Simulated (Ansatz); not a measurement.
Al2O3⁺. The state is a doublet with charge 1. Geometry PBE-D4/def2-SVP, that of the neutral singlet; atoms count from 1.

```xyz
5

Al   -1.695    0.081    0.031
Al    1.695   -0.081   -0.032
O    -3.314    0.158    0.063
O     0.000   -0.002    0.000
O     3.314   -0.156   -0.061
```

The structure comes from a short search, and lower isomers may exist.

**Question.** Estimate the Mulliken populations from the PBE0/def2-TZVP orbitals of Ansatz.

**Answer.** 
```tsv
atom	charge (e)	spin (α − β)
Al1	0.80	-0.05
Al2	0.80	-0.05
O3	-0.22	0.54
O4	-0.17	0.01
O5	-0.22	0.54
```
Mulliken values and Mayer orders depend strongly on the basis.

**Question.** Where does the spin sit?

**Answer.** Summed by element: Al -0.10, O 1.10, of 1 unpaired in all. Largest on single atoms: O5 0.54, O3 0.54, Al1 -0.05.

**Question.** And the Mayer bond orders between bonded heavy atoms (over 0.3)?

**Answer.** Al1–O3 1.81 (1.62 Å); Al1–O4 1.19 (1.70 Å); Al2–O4 1.19 (1.70 Å); Al2–O5 1.81 (1.62 Å).
